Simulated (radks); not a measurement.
Values are calculated unless marked as measured or tabulated.
Task: The mean radii <r> (bohr) of the occupied orbitals of an atom or ion are listed with their occupations. Code: a radial shooting solver on a logarithmic mesh with Libxc functionals. Model: scalar-relativistic Kohn-Sham, Slater X-alpha with alpha = 0.84, spin-polarised, spherical densities, point nucleus.

orbital  occ.     <r>
1s up       1  0.1111
1s down     1  0.1111
2s up       1  0.5620
2s down     1  0.5604
2p up       3  0.5266
2p down     3  0.5239
3s up       1   1.799

Name the element and its charge. Open shells, if any, are filled with parallel spins first.

Result: Z = 14, silicon, charge +3: Si3+ in [Ne] 3s1. The 1s radius gives Z: for a bare nucleus <r> = (2 gamma + 1)/(2Z) with gamma = sqrt(1 - (Z/c)^2), 0.1068 bohr for Z = 14, and screening makes it slightly larger (0.1111 here). The occupations add up to 11, and the charge is Z minus that.
